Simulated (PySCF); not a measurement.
# Bond lengths and vibrations by method: B3H3O

All numbers below are calculated, not measured. The program is PySCF 2.14.0, an open-source quantum chemistry code, run on an isolated molecule that a program drew, which may never have been made. The molecule is B3H3O (charge 0, singlet), drawn as the SMILES string `BBB=O`.

The geometry was optimised and harmonic frequencies were computed with HF and MP2, all in the cc-pVDZ basis, for the commonest isotopes, with a restricted reference for singlets and an unrestricted one otherwise, and a frozen core in MP2. Each result is a local minimum of its method.

Geometry at the HF minimum:
```xyz
7
B3H3O, angstrom
B    -0.4463    1.3684   -0.5366
B    -0.9697   -0.2238   -0.4860
B    -0.7636   -1.2282    0.8697
O    -0.6098   -1.9144    1.8272
H     0.6535    1.6483   -0.9300
H    -1.1638    2.2688   -0.1944
H    -1.5196   -0.7057   -1.4375
```

Lengths of the bonds as drawn, in Å (atoms numbered as above):
| bond | HF | MP2 |
|---|---|---|
| B1-B2 | 1.677 | 1.667 |
| B2-B3 | 1.700 | 1.691 |
| B3-O4 | 1.188 | 1.223 |
| B1-H5 | 1.201 | 1.209 |
| B1-H6 | 1.201 | 1.209 |
| B2-H7 | 1.200 | 1.208 |

Rotational constants, in GHz:
```
constant     HF    MP2
       A  34.97  34.08
       B  3.609  3.611
       C  3.364  3.358
```

Harmonic frequencies in cm^-1, each column in rising order, so a row needn't be the same motion in every method:
| rank | HF | MP2 |
|---|---|---|
| 1 | 149 | 131 |
| 2 | 266 | 252 |
| 3 | 428 | 389 |
| 4 | 444 | 397 |
| 5 | 482 | 472 |
| 6 | 659 | ? |
| 7 | 843 | 805 |
| 8 | 898 | 858 |
| 9 | 996 | 965 |
| 10 | 1119 | 1068 |
| 11 | 1265 | 1201 |
| 12 | 2145 | 1932 |
| 13 | 2671 | 2619 |
| 14 | 2714 | 2659 |
| 15 | 2742 | 2698 |

**Estimate the missing MP2 frequency from the HF column.**

A single factor s that minimises the squared misfit of MP2 against s times HF over the other rows is sum(HF x MP2) / sum(HF^2) = 0.9648, with an rms misfit of 44 cm^-1. For rank 6 it gives 0.9648 x 659 = 636 cm^-1. The calculation gives 651 cm^-1, 15 cm^-1 above the estimate. The drawn bonds are on average 0.6 % longer in MP2 than in HF.
